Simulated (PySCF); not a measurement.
## Calculated data, CH3AlClO, BH6NSi2, AlBH4OSi, CH6AlBN and others

All values are calculated (PySCF 2.14.0). Calculation on a computer-drawn molecule: the log of a Hartree-Fock and frozen-core CCSD(T) single point meant for a local Hartree-Fock minimum, with one planted fault or none, to be diagnosed. Offsets are logged minus clean, where the clean run is the same molecule without the fault. The reference is restricted for singlets and unrestricted otherwise, and also for a bond in bohr or an excited solution. Adding or removing an electron swaps singlet and doublet. The excited solution moves the top pair (singlet) or top alpha electron (doublet) to the lowest empty orbital. Highest occupied and lowest empty are orbital energies over both spins, largest force is the largest gradient component, triples share is (T) over the correlation energy, the T1 limit is 0.02 restricted and 0.045 unrestricted, electrons count all cores, a negative frequency is imaginary (commonest isotopes), and the dipole is about the centre of nuclear charge.

Common to all runs: meant basis cc-pV(D+d)Z; logged SCF converged yes; possible faults no fault, one electron removed, one electron added, multiplicity raised by two, geometry at a saddle point, SCF held on an excited solution, minimal basis STO-3G, one bond length entered in bohr, all coordinates scaled.

(1) 
```xyz
7
formula=CH3AlClO meant_charge=0 meant_multiplicity=2 logged_electrons=47 logged_basis_functions=89 logged_spin_squared=0.7622 logged_highest_occupied=-8.895 logged_lowest_empty=1.8797 logged_largest_force=5.153e-05 logged_lowest_frequency=-531.91 logged_T1_diagnostic=0.015952 logged_D1_diagnostic=0.065637 logged_triples_share=0.02296 logged_CC_converged=yes logged_dipole_magnitude=2.0757 logged_SCF_stable_within_its_kind=yes logged_energy_HF=-815.97926 logged_energy_CCSD(T)=-816.5268 planted_fault=geometry_at_a_saddle_point HF_energy_offset_from_clean_run=1.675 CCSD(T)_energy_offset_from_clean_run=1.477
C     -1.5473     0.0950     0.0000
O     -0.2433     0.4300     0.0000
Al     1.3322    -0.1333     0.0000
Cl     2.8626     1.3061     0.0000
H     -2.2622     0.9028     0.0000
H     -1.8288    -0.9489     0.0000
H      1.6868    -1.6518     0.0000
```

Units: logged_highest_occupied, logged_lowest_empty in eV; logged_largest_force in hartree/bohr; logged_lowest_frequency in cm⁻¹; logged_dipole_magnitude in debye; logged_energy_HF, logged_energy_CCSD(T) in hartree; HF_energy_offset_from_clean_run, CCSD(T)_energy_offset_from_clean_run in kcal/mol.

Drawn bonds:
```
atom  other atom  order
   1           2      1
   2           3      1
   3           4      1
   1           5      1
   1           6      1
   3           7      1
```

(2) 
```xyz
10
formula=BH6NSi2 meant_charge=0 meant_multiplicity=1 logged_electrons=45 logged_basis_functions=104 logged_spin_squared=0.7614 logged_highest_occupied=-15.407 logged_lowest_empty=-7.4688 logged_largest_force=0.11775 logged_T1_diagnostic=0.09129 logged_D1_diagnostic=0.58147 logged_triples_share=0.037757 logged_CC_converged=yes logged_dipole_magnitude=7.749 logged_SCF_stable_within_its_kind=yes logged_energy_HF=-660.17612 logged_energy_CCSD(T)=-660.653 planted_fault=one_electron_removed HF_energy_offset_from_clean_run=209 CCSD(T)_energy_offset_from_clean_run=236.1
N     -0.7398    -1.4212     2.4320
B     -0.9824    -0.2829     2.0376
Si    -1.3514     1.5690     1.3582
Si    -0.1870     1.9594    -0.6657
H     -0.5505    -2.3329     2.7550
H     -2.8104     1.7146     1.1406
H     -0.9244     2.5473     2.3867
H     -0.4593     3.3358    -1.1449
H     -0.6289     0.9930    -1.6985
H      1.2707     1.8038    -0.4495
```

Units: logged_highest_occupied, logged_lowest_empty in eV; logged_largest_force in hartree/bohr; logged_dipole_magnitude in debye; logged_energy_HF, logged_energy_CCSD(T) in hartree; HF_energy_offset_from_clean_run, CCSD(T)_energy_offset_from_clean_run in kcal/mol.

Drawn bonds:
```
atom  other atom  order
   1           2      2
   2           3      1
   3           4      1
   1           5      1
   3           6      1
   3           7      1
   4           8      1
   4           9      1
   4          10      1
```

Notes: T1 above single-reference limit.

(3) 
```xyz
8
formula=AlBH4OSi meant_charge=0 meant_multiplicity=1 logged_electrons=44 logged_basis_functions=94 logged_spin_squared=0 logged_highest_occupied=-8.4517 logged_lowest_empty=0.30475 logged_largest_force=4.238e-05 logged_lowest_frequency=-158.47 logged_T1_diagnostic=0.01497 logged_D1_diagnostic=0.044579 logged_triples_share=0.024124 logged_CC_converged=yes logged_dipole_magnitude=1.4522 logged_SCF_stable_within_its_kind=yes logged_energy_HF=-632.73587 logged_energy_CCSD(T)=-633.20096 planted_fault=geometry_at_a_saddle_point HF_energy_offset_from_clean_run=3.306 CCSD(T)_energy_offset_from_clean_run=3.797
B     -1.7107    -0.6034     0.0000
Al    -0.2607     1.0078     0.0000
O      1.4082     0.6573     0.0000
Si     2.9171     0.0198     0.0000
H     -2.8954    -0.3907     0.0000
H     -1.3866    -1.7615     0.0000
H     -0.6275     2.5449     0.0000
H      2.5556    -1.4742     0.0000
```

Units: logged_highest_occupied, logged_lowest_empty in eV; logged_largest_force in hartree/bohr; logged_lowest_frequency in cm⁻¹; logged_dipole_magnitude in debye; logged_energy_HF, logged_energy_CCSD(T) in hartree; HF_energy_offset_from_clean_run, CCSD(T)_energy_offset_from_clean_run in kcal/mol.

Drawn bonds:
```
atom  other atom  order
   1           2      1
   2           3      1
   3           4      1
   1           5      1
   1           6      1
   2           7      1
   4           8      1
```

(4) 
```xyz
10
formula=CH6AlBN meant_charge=0 meant_multiplicity=2 logged_electrons=37 logged_basis_functions=95 logged_spin_squared=0.7669 logged_highest_occupied=-3.4024 logged_lowest_empty=-2.3001 logged_largest_force=0.089242 logged_dipole_magnitude=13.164 logged_SCF_stable_within_its_kind=no logged_energy_HF=-362.20763 planted_fault=SCF_held_on_an_excited_solution HF_energy_offset_from_clean_run=100
B      0.6851     0.8752    -0.7763
N     -0.6620     1.1437    -0.6668
C     -1.3383     1.9169     0.3836
Al    -2.8313     0.9669     1.2854
H      1.5175     1.2459     0.0068
H     -1.2759     0.7812    -1.3692
H     -1.6825     2.8799    -0.0202
H     -0.5915     2.1842     1.1377
H     -3.4106     1.5372     2.6427
H     -3.4454    -0.3315     0.6223
```

Units: logged_highest_occupied, logged_lowest_empty in eV; logged_largest_force in hartree/bohr; logged_dipole_magnitude in debye; logged_energy_HF in hartree; HF_energy_offset_from_clean_run in kcal/mol.

Drawn bonds:
```
atom  other atom  order
   1           2      1
   2           3      1
   3           4      1
   1           5      1
   2           6      1
   3           7      1
   3           8      1
   4           9      1
   4          10      1
```

Notes: coupled-cluster numbers left out as unreliable.

(5) 
```xyz
7
formula=AlBH3O2 meant_charge=1 meant_multiplicity=1 logged_electrons=36 logged_basis_functions=80 logged_spin_squared=0 logged_highest_occupied=-17.186 logged_lowest_empty=-4.6538 logged_largest_force=0.089253 logged_T1_diagnostic=0.012811 logged_D1_diagnostic=0.033338 logged_triples_share=0.018633 logged_CC_converged=yes logged_dipole_magnitude=2.9823 logged_SCF_stable_within_its_kind=yes logged_energy_HF=-417.89535 logged_energy_CCSD(T)=-418.40472
B     -1.9526     1.0820     1.1047
O     -0.7838     0.5521     0.8893
Al     0.5558    -0.0552     0.6427
O      1.8802    -0.6555     0.3987
H     -1.9773     2.0542     1.6325
H     -2.8358     0.5214     0.7441
H      2.6685    -1.0129     0.2537
```

Units: logged_highest_occupied, logged_lowest_empty in eV; logged_largest_force in hartree/bohr; logged_dipole_magnitude in debye; logged_energy_HF, logged_energy_CCSD(T) in hartree.

Drawn bonds:
```
atom  other atom  order
   1           2      1
   2           3      1
   3           4      1
   1           5      1
   1           6      1
   4           7      1
```

(6) 
```xyz
5
formula=AlBClFH meant_charge=1 meant_multiplicity=1 logged_electrons=44 logged_basis_functions=79 logged_spin_squared=0 logged_highest_occupied=-16.662 logged_lowest_empty=-5.4392 logged_largest_force=2.864e-05 logged_lowest_frequency=85.254 logged_T1_diagnostic=0.018811 logged_D1_diagnostic=0.055689 logged_triples_share=0.025572 logged_CC_converged=yes logged_dipole_magnitude=2.4972 logged_SCF_stable_within_its_kind=yes logged_energy_HF=-825.94481 logged_energy_CCSD(T)=-826.43335
F     -0.2256    -3.5675     1.3107
Al    -0.1741    -1.9588     1.3981
B     -0.1215     0.2470     1.5113
Cl    -1.5257     1.0734     1.0240
H      0.8829     0.7343     1.9055
```

Units: logged_highest_occupied, logged_lowest_empty in eV; logged_largest_force in hartree/bohr; logged_lowest_frequency in cm⁻¹; logged_dipole_magnitude in debye; logged_energy_HF, logged_energy_CCSD(T) in hartree.

Drawn bonds:
```
atom  other atom  order
   1           2      1
   2           3      1
   3           4      1
   3           5      1
```

To be estimated
1. Which fault was planted in the run of AlBH3O2 (entry 5)?
2. Which fault was planted in the run of AlBClFH (entry 6)?

Calculated values
1. all coordinates scaled, by -7.0 %
2. no fault

Further results for AlBH3O2 (entry 5):

* HF energy offset from clean run: 30.32 kcal/mol
* CCSD(T) energy offset from clean run: 38.76 kcal/mol

Further results for AlBClFH (entry 6):

- HF energy offset from clean run: 0 kcal/mol
- CCSD(T) energy offset from clean run: 0 kcal/mol
